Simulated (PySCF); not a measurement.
PySCF input for C4H11NSi, SMILES C/C=C/[Si@H](C)N, SMD-ωB97X/6-31G*. Coordinates come from a B3LYP-D3(BJ)/def2-SVP optimisation. The structure was generated by enumeration; whether it is a known compound was not checked. One conformer was computed; it need not be the lowest.

```python
import numpy as np
from pyscf import gto, scf, dft
from pyscf.solvent import smd

mol = gto.M(
    atom='''
    C     3.13658826   -0.53375937    0.23385439
    C     1.70043679   -0.36369358   -0.16296458
    C     0.78964133    0.41078769    0.44843369
    Si   -0.99392803    0.53963602   -0.12310470
    C    -2.13636010    0.01498981    1.27683076
    N    -1.34073738   -0.43745087   -1.52294457
    H     3.38998816    0.06768701    1.12020048
    H     3.36383706   -1.59151227    0.45630657
    H     3.81221331   -0.23991224   -0.58900834
    H     1.38114865   -0.93816757   -1.04511995
    H     1.11870170    0.98465776    1.32854748
    H    -1.27524582    1.95643986   -0.50939876
    H    -3.19337946    0.13725795    0.99280825
    H    -1.94831963    0.61477030    2.18235262
    H    -1.96870447   -1.04273836    1.54006548
    H    -1.34405662   -1.44994907   -1.43925072
    H    -0.97786647   -0.16122859   -2.43035091
    ''',
    basis='6-31G*',
    charge=0,
    spin=0,
    max_memory=1600,
    verbose=3,
)
mf = dft.RKS(mol, xc='wb97x').density_fit(auxbasis='def2-universal-jkfit')
mf.grids.level = 3
mf.conv_tol = 1e-9
mf.max_cycle = 100
mf.kernel()
res = {}
for name in ['water', '2-propanol', 'dimethylsulfoxide']:
    s = mf.SMD()
    s.with_solvent.solvent, s.with_solvent.sasa_ng = name, 194
    s.kernel(mf.make_rdm1())
    res[name] = (s.e_tot, s.with_solvent.get_cds(), s.dip_moment(), s.mo_energy, s.converged)
    print(f'SMD {name}: dG(solv) = {(s.e_tot - mf.e_tot) * 627.509474:.3f} kcal/mol, of which CDS {res[name][1] * 627.509474:.3f}')
```

Log of the run:

```
converged SCF energy = -503.223975248492
converged SCF energy = -503.224272111535
Dipole moment(X, Y, Z, Debye):  1.54578, -1.66154, -0.35109
SMD water: dG(solv) = -0.186 kcal/mol, of which CDS 5.560
converged SCF energy = -503.231269389995
Dipole moment(X, Y, Z, Debye):  1.51456, -1.62600, -0.34486
SMD 2-propanol: dG(solv) = -4.577 kcal/mol, of which CDS 0.778
converged SCF energy = -503.228890460892
Dipole moment(X, Y, Z, Debye):  1.53873, -1.65348, -0.34967
SMD dimethylsulfoxide: dG(solv) = -3.084 kcal/mol, of which CDS 2.574
```

Self-consistency was reached.
